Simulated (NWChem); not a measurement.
CdHOI; SMILES [OH][Cd][I]

```xyz
4

Cd    -0.4746     0.8963     0.0000
I      0.4005    -1.5317     0.0000
O     -1.2350     2.7125     0.0000
H     -0.5467     3.3881     0.0000
```
Atoms are numbered in this order, from 1.

All runs: NWChem. Structure relaxed at the PBE0/def2-SVP level. No frequency run checked for a minimum. def2 effective core potentials on Cd, I; no spin-orbit coupling. Ions are spin-unrestricted doublets at the neutral geometry; other ion states weren't tried.

Question: What does the run give for PBE/def2-SVP? Quantities: −ε(HOMO) (eV).

Answer: 
| Quantity | Value |
|---|---|
| −ε(HOMO) (eV) | 6.25 |
